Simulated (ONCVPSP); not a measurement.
# Configuration tests for strontium (ONCV)

ONCVPSP 4.0.1 input, shortened (lines: element, Z, core and valence counts, functional; n l f; lmax; l rc ep ncon nbas qcut; lloc lpopt rc5 dvloc0; l nproj debl; icmod fcfact rcfact), PBE, scalar-relativistic:

```
  Sr 38.00    6    3        4      upf
    1    0    2.00
    2    0    2.00
    2    1    6.00
    3    0    2.00
    3    1    6.00
    3    2   10.00
    4    0    2.00
    4    1    6.00
    5    0    2.00
    3
    0    2.50    0.00    3    7    5.80
    1    1.70    0.00    5    9    7.10
    2    2.45    0.19    5    9    5.30
    3    2.65    0.38    4    7    5.30
    4    5    1.15    4.00
    0    2    4.00
    1    2    3.70
    2    1    2.30
    3    2    3.30
    0    0.00    0.00
```

In the d channel the program set the typed energies aside and used 0.050 Ha.

Energies are relative to the spin-unpolarised reference configuration 4s2 4p6 5s2; without spin polarisation the order of configurations can differ from experiment.

```csv
valence configuration,charge,ΔE all-electron (eV),error AE − PS (meV)
4s2 4p6 5s0,+2,16.891,-2.7
4s2 4p6 5s1.5,+0.5,2.339,-0.2
4s1 4p6 5s2,+1,47.022,-191
```

(1) What are ΔE and the potential's error for 4s2 4p6 5s1?

Levels in the configuration 4s2 4p6 5s1:

```json
{"level": "4s", "all-electron (eV)": "-47.232", "pseudo (eV)": "-47.242"}
{"level": "4p", "all-electron (eV)": "-29.114", "pseudo (eV)": "-29.116"}
{"level": "5s", "all-electron (eV)": "-8.348", "pseudo (eV)": "-8.349"}
```

Note: no bound ghost flagged; GHOST(+) flagged for s at 95.4 eV.

## Answers

(1) ΔE = 5.885 eV all-electron; the error (AE − PS) is -0.6 meV.
